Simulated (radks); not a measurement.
Results of a calculation; reference values are marked as such.
Ionisation of the argon ion Ar7+, [Ne] 3s1, to Ar8+, [Ne], under several functionals. Dirac Kohn-Sham, spin-unpolarised, spherical densities, finite nucleus; a radial shooting solver on a logarithmic mesh with Libxc functionals.

RPBE: E(Ar7+) (hartree) -513.44174; Exc (hartree) -27.25836; IE (eV) 143.58; -e(HOMO) (eV) 133.98; <r> HOMO (bohr) 1.156; IE error (eV) +0.1
AM05: E(Ar7+) (hartree) -512.01410; Exc (hartree) -25.79253; IE (eV) 142.68; -e(HOMO) (eV) 133.94; <r> HOMO (bohr) 1.155; IE error (eV) -0.8
LDA (Slater exchange, VWN5 correlation): E(Ar7+) (hartree) -511.82368; Exc (hartree) -25.59541; IE (eV) 143.28; -e(HOMO) (eV) 134.51; <r> HOMO (bohr) 1.152; IE error (eV) -0.2
exchange-only LDA: E(Ar7+) (hartree) -510.79592; Exc (hartree) -24.55475; IE (eV) 141.78; -e(HOMO) (eV) 132.91; <r> HOMO (bohr) 1.155; IE error (eV) -1.7
HCTH/407: E(Ar7+) (hartree) -513.47748; Exc (hartree) -27.31676; IE (eV) 143.13; -e(HOMO) (eV) 133.86; <r> HOMO (bohr) 1.158; IE error (eV) -0.3
PW91: E(Ar7+) (hartree) -513.44002; Exc (hartree) -27.25618; IE (eV) 143.70; -e(HOMO) (eV) 134.40; <r> HOMO (bohr) 1.153; IE error (eV) +0.2
PBE: E(Ar7+) (hartree) -513.27232; Exc (hartree) -27.08374; IE (eV) 143.60; -e(HOMO) (eV) 134.31; <r> HOMO (bohr) 1.153; IE error (eV) +0.1

NIST Atomic Spectra Database: 143.46 eV (semi-empirical). Closest: RPBE. The Delta-SCF values span 1.92 eV, the total energies 2.68 hartree. The highest occupied level is 3s1/2. Spin polarisation and multiplet splitting are left out, so open shells lie too high by an amount that depends on their filling.

Beside tabulated values, note that spin-unpolarised runs miss the spin-polarisation part of the exchange energy of open shells.
